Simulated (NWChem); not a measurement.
# NH₃Se₂; SMILES [SeH][Se]N

```xyz
6

Se    -0.3948    -0.9414     0.0145
N      1.2349    -1.8000     0.0158
H      1.7938    -1.5936     0.8527
H      1.7881    -1.6087    -0.8284
Se    -0.0106     1.4100     0.0425
H      0.0659     1.6000    -1.4356
```
Atoms are numbered in this order, from 1.

Level: PBE-D3(BJ)/def2-SVP (NWChem), optimised geometry, unscaled harmonic frequencies. This build's default masses of Se (78.918 u) and Br (79.917 u) are each other's, which moves their modes by up to 0.6 %.

```
frequency (cm⁻¹)  IR intensity (km/mol)
----------------  ---------------------
169                                11.0
255                                 8.4
306                                 5.4
383                                33.6
539                               225.5
673                                 9.1
765                                43.7
975                                 0.9
1508                               19.2
2304                               26.4
3416                               10.1
3527                               21.4
```

```json
{
 "zero_point_energy": "21.2 kcal/mol",
 "thermal correction to the enthalpy at 298.15 K (with zero-point energy)": "25.0 kcal/mol",
 "heat capacity Cv": "16.0 cal/(mol K)",
 "entropy at 298.15 K and 1 atm (symmetry number 1)": "75.8 cal/(mol K)",
 "dipole_moment": "1.75 D"
}
```

Rigid rotor and harmonic oscillator.
